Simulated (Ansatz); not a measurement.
Frontier orbitals of CH5NOSSi (`C=N[SiH](O)S`).

Z-matrix (Å, degrees):
```
Si
N 1 1.733
S 1 2.129 2 102.6
O 1 1.634 2 110.3 3 -121.4
H 1 1.483 2 114.4 3 121.2
C 2 1.257 1 124.8 3 -117.5
H 3 1.344 1 93.2 2 173.5
H 4 0.960 1 116.9 2 60.6
H 6 1.101 2 124.2 1 0.2
H 6 1.096 2 120.3 1 -179.8
```

Total charge 0; spin multiplicity 1. The structure was optimised at the PBE0-D4/def2-TZVP level. It is one conformer, not always the lowest. Basis def2-TZVPP, Ansatz 0.2.0.

Orbital energies of one run (eV). Highest occupied ones, from the top: -7.16, -7.33, -8.63, -9.40, -10.09, -10.71, -11.05, -11.47, -12.77, -13.88, -15.39, -17.24, -20.05, -24.88. Empty: -1.44, 0.30, 0.62, 0.99, 1.43, 1.93.

Problem. Which functional gave them?
A. LDA (SPW92)
B. B3LYP
C. ωB97M-V
D. r2SCAN

Solution. B. HOMO energies: B3LYP -7.16, r2SCAN -6.25, LDA (SPW92) -6.08, ωB97M-V -9.69 eV.

B3LYP here is the variant with VWN-RPA as its local correlation; programs differ in this.
